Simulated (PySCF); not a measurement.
C3H8OZn, SMILES C[CH](C)[Zn][OH]. Atoms are numbered in the order given.

```xyz
13

Zn    -0.0898     0.5133     0.4862
C     -0.2572    -0.6684    -1.0716
C     -0.5489    -2.1150    -0.6530
C      0.9698    -0.5818    -1.9878
H     -1.1322    -0.2895    -1.6314
H     -0.6828    -2.7650    -1.5390
H      0.2789    -2.5477    -0.0655
H     -1.4638    -2.2013    -0.0442
H      1.1564     0.4436    -2.3466
H      0.8441    -1.2233    -2.8812
H      1.8872    -0.9239    -1.4790
O      0.1448     1.4957     1.9620
H     -0.3348     2.3336     1.9782
```
Charge 0, spin multiplicity 1.

The structure is a stationary point at B3LYP-D3(BJ)/def2-SVP. The structure was generated by enumeration; whether it is a known compound was not checked. Other conformers were not sampled.

Level of theory: PBE/def2-TZVP (PySCF).

Gas-phase values at a fixed geometry.

Computed frontier levels, gap, dipole moment and polarisability:
The highest occupied level is -6.13 eV and the lowest empty level comes out as -1.15 eV. The orbital gap is 4.99 eV and the dipole moment is 1.92 D. The quadrupole, principal values (traceless, Buckingham form, about the centre of nuclear charge) is -8.71, 1.17, 7.54 D·Å. The mean static polarisability is 69.8 bohr³ (10.34 Å³). The polarisability, principal values comes out as 56.3, 64.2, 88.9 bohr³.
